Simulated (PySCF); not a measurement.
How methods differ on the ionisation energy of Ho⁴⁰⁺

Ho⁴⁰⁺ [Ar] 3d9 [3d3/2^4 3d5/2^5, M_J = 5/2] → Ho⁴¹⁺ [Ar] 3d8 [3d3/2^4 3d5/2^4, M_J = 4], as a difference of total energies. All numbers are calculated (PySCF 2.14, the two-component X2C-1e Hamiltonian, in an uncontracted even-tempered set (16 s from 8.5 bohr⁻², ratio 2.8; 13 p from 11 bohr⁻², ratio 2.8; 8 d from 11 bohr⁻², ratio 2.8; 3 f from 43 bohr⁻², ratio 3)). Correlated levels: [Ne] frozen; the 80 highest virtual spinors dropped. "Screened" scales the spin-orbit matrix elements by Boettger's factors to mimic the two-electron term; Breit and QED terms are absent.

Q: Order these methods by the ionisation energy they give, lowest first.
A. GHF (screened spin-orbit)
B. GMP2 (spin-free)
C. GHF (spin-free)
D. GMP2 (screened spin-orbit)

A: A (3125.4 eV), D (3126.8 eV), C (3140.5 eV), B (3141.9 eV).

Breit and QED terms and the two-electron picture change are absent.

The spin-free rows relax to the high-spin LS determinant and lack the spin-orbit shift.

The labels give the starting determinants; with spin-orbit coupling the two ends relaxed to ⟨J²⟩ = 8.75, ⟨L²⟩ = 6.04, ⟨S²⟩ = 0.79 and ⟨J²⟩ = 20.00, ⟨L²⟩ = 12.93, ⟨S²⟩ = 1.82.

For comparison: 3125 ± 4 eV (theoretical estimate listed by NIST; NIST Atomic Spectra Database, ionization energies).
